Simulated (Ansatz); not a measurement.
Born–Oppenheimer molecular dynamics of CH5AlFN (9 atoms, charge 0, multiplicity 1). It starts from a relaxed structure.

These are results of RKS B3LYP-D4/def2-SVPD in Ansatz 0.2.0, not measurements.

```
ensemble                      : NVE (velocity Verlet)
time step                     : 2 fs
steps asked                   : 40
starting velocities drawn for : 500 K
seed                          : 839642
```

First frame:

```xyz
9
Properties=species:S:1:pos:R:3
C -0.600 1.212 -0.659
Al 0.104 -0.564 -0.314
N 0.752 -1.123 1.241
F 0.137 -1.705 -1.557
H 0.117 1.820 -1.235
H -0.824 1.762 0.269
H -1.524 1.166 -1.256
H 1.123 -2.051 1.410
H 0.803 -0.565 2.084
```

Problem. How far do the bonds stretch over the last three quarters of this one trajectory? (Pairs bonded in most of those frames.)

Solution. 
```tsv
bond	mean (Å)	spread (Å)	shortest	longest
C1–Al2	1.938	0.013	1.92	1.97
C1–H5	1.106	0.034	1.05	1.15
C1–H6	1.102	0.009	1.09	1.12
C1–H7	1.103	0.024	1.07	1.14
Al2–N3	1.782	0.015	1.75	1.80
Al2–F4	1.696	0.030	1.65	1.74
N3–H8	1.020	0.036	0.95	1.08
N3–H9	1.029	0.058	0.93	1.11
```

Mean temperature of the second half: 254 K. The conserved energy wandered by up to 15.4 meV per atom (net 7.2 meV per atom), which is poor conservation. Over the second half the temperature averaged 0.51 of the 500 K drawn at the start: a run that starts near a minimum puts about half its kinetic energy into the potential. A step of 2 fs is long for free X–H stretches (periods near 10 fs) and can bias their spread and the temperature. A run of 0.08 ps of so small a system gives no equilibrium averages.

The run took 79 s on 2 threads of Arm Neoverse V1 (shared host), peak memory 0.26 GiB.
